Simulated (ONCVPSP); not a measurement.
## Li, ONCV: configuration errors across variants

Li, optimised norm-conserving Vanderbilt (ONCV), made with ONCVPSP 4.0.1 (PBE, fully relativistic). Core none, reference 1s2 2s1. Waves: 1s+2s: rc 1.25 bohr, ncon 3, nbas 6, qcut 10.5 1/bohr, 2 projectors; p scattering state at 0.35 Ha: rc 1.10 bohr, ncon 4, nbas 8, qcut 7.4 1/bohr, 1 projector; d scattering state at 0.14 Ha: rc 1.30 bohr, ncon 3, nbas 6, qcut 7.4 1/bohr, 3 projectors, debl 2.8 Ha. Local part: polynomial inside 0.70 bohr (lpopt 3, dvloc0 0 Ha). Core correction: none.

Open shells are filled in proportion to 2j + 1.

All-electron excitation energies from the reference (eV): (1) 1s2 2s0 5.296; (2) 1s2 2s0.5 2.049; (3) 1s2 2s0 2p1 1.787; (4) 1s1 2s1 68.407.

2 further variants failed, have other tests or another functional or relativity, and are left out.

Errors AE − PS in meV (a dash: test not solved or not reliable):

| change | (1) | (2) | (3) | (4) | bound ghosts | GHOST(+) flags above zero |
| --- | --- | --- | --- | --- | --- | --- |
| base | +0.4 | +0.1 | +0.5 | +1075 | none | none |
| s: rc 0.92 | +0.3 | +0.1 | +0.3 | +620 | none | none |
| s: nbas 7 | +0.4 | +0.1 | +0.5 | +1121 | none | none |
| local potential polynomial inside 0.95 bohr (lpopt 4, dvloc0 -1 Ha) | +0.4 | +0.1 | +0.5 | +1075 | none | none |
| all radii scaled by about 1.20 (s 1.50, p 1.32, d 1.56 bohr); local potential polynomial inside 0.84 bohr (lpopt 3, dvloc0 0 Ha) | +0.4 | +0.1 | +0.5 | +1682 | none | none |
| s: qcut 10.2; p: qcut 7.2; d: qcut 7.2 | +0.4 | +0.1 | +0.5 | +1146 | none | none |
| s: qcut 9 | +0.4 | +0.1 | +0.6 | +1385 | none | none |
| d: nproj 2 | +0.4 | +0.1 | +0.5 | +1075 | none | none |

(1) Give the same row for: s: rc 1.32.

Results:

(1) +0.4, +0.1, +0.5, +1214; bound ghosts: none; GHOST(+) flags above zero: none.
